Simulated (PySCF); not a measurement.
Hf2Se, broken-symmetry Ms = 0: computed properties

Level of theory: UPBE0/[Se def2-SVP, Hf def2-SVP with ECP60], scalar-relativistic core potentials, density fitting, no spin–orbit coupling, PySCF.

The structure is a minimum.

Coordinates in bohr (charge 0 multiplicity 1):
```
Se   -0.0076    0.0000   -3.4331
Hf    2.3182    0.0000    0.7568
Hf   -2.3148    0.0000    0.7671
```

- Point group: C2v
- Bond lengths: Hf–Hf 2.452 Å, Se–Hf 2.536 Å (×2)
- Bond angles: Hf–Hf–Se 61.1° (×2), Hf–Se–Hf 57.8°
- Heat capacity Cp at 298.15 K: 56.2 J/(mol K)
- Principal polarisabilities: 123.8, 153.5, 216.1 bohr³
- Rotational symmetry number: 2
- Entropy at 298.15 K and 1 bar: 333.4 J/(mol K)
- Spin squared ⟨S²⟩: 0.397
- Enthalpy at 298.15 K above 0 K: 14.34 kJ/mol
- Atomisation energy without zero-point energy: 731 kJ/mol
- Zero-point energy: 3.6 kJ/mol
- Lowest empty level (β): -2.23 eV
- Dipole moment: 3.22 D
- Principal quadrupole moments (Buckingham, traceless) about the centre of mass: -11.73, 0.21, 11.52 D Å
- Highest occupied level (β): -4.28 eV
- Rotational constants: 0.05231, 0.03117, 0.01953 cm⁻¹

Harmonic modes (masses in u: Se 79.917, Hf 179.947):
| ω (cm⁻¹) | IR (km/mol) | μ (u) |
| --- | --- | --- |
| 136 | 4.1 | 109.60 |
| 194 | 6.3 | 157.20 |
| 279 | 7.2 | 95.74 |

Charges (e):
```
atom  Mulliken  Löwdin  polar tensor  spin (Mulliken)  Mayer order to Se1
 Se1     -0.43    0.24         -0.57             0.00                   –
 Hf2      0.22   -0.12          0.28            -0.50                1.16
 Hf3      0.22   -0.12          0.28             0.50                1.16
```
Other Mayer orders above 0.3: Hf–Hf 2.67.

Mulliken populations on Se1: s 7.92, p 16.47, d 10.05.

Outer orbital energies (eV). α occupied: -17.40, -7.93, -7.37, -7.00, -5.66, -4.53, -4.28; empty: -2.23, -2.04, -1.44, -1.07. β occupied: -17.40, -7.93, -7.37, -7.00, -5.66, -4.53, -4.28; empty: -2.23, -2.04, -1.44, -1.07.

The determinant is spin-contaminated (⟨S²⟩ = 0.40, pure value 0.00). The spin densities have lower symmetry than the nuclear frame, so modes carry no symmetry labels. Other isomers or separated fragments may lie lower. With an element this heavy the missing spin–orbit coupling can shift these numbers.

The final relaxation and frequency run took 2.2 min on 2 threads of a shared Arm Neoverse V1 host, with 96 basis functions and 14 gradients; the process peaked at 1 GiB. Launch command: `OMP_NUM_THREADS=2 python axn.py task.json out`.
